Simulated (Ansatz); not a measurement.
CH₅BClNO, SMILES `CNB(O)Cl`. Total charge 0; spin multiplicity 1. The structure was optimised at the PBE0-D4/def2-TZVP level. It is one conformer, not always the lowest.

```xyz
10

C    -0.182    0.161   -1.260
N     0.202    0.639    0.044
B     0.208   -0.070    1.252
O    -0.158   -1.370    1.419
Cl    0.738    0.791    2.715
H     0.654    0.179   -1.965
H    -0.531   -0.872   -1.203
H    -1.001    0.750   -1.683
H     0.504    1.598    0.071
H    -0.434   -1.807    0.611
```

(1) What is the dipole moment at ωB97M-V/def2-TZVPP? (Estimate.)

(2) And with PBE, r2SCAN, B3LYP? (An estimate is asked.)

(3) Give the Mulliken charges with ωB97M-V, PBE, B3LYP in def2-TZVPP. (Estimate.)

Results:

(1) The calculation gave: 3.96 D, with components (-0.70, 0.02, -3.90) D in this frame, pointing from negative to positive charge.

(2) Computed: PBE 3.90 D, r2SCAN 3.97 D, B3LYP 3.97 D.

(3) Computed: 
```csv
atom,ωB97M-V,PBE,B3LYP
C1,-0.22,-0.17,-0.16
N2,-0.16,-0.15,-0.19
B3,0.22,0.17,0.24
O4,-0.27,-0.24,-0.27
Cl5,-0.19,-0.22,-0.23
H6,0.13,0.11,0.11
H7,0.08,0.06,0.06
H8,0.13,0.11,0.11
H9,0.11,0.15,0.15
H10,0.18,0.18,0.18
```

B3LYP here is the variant with VWN-RPA as its local correlation; programs differ in this.
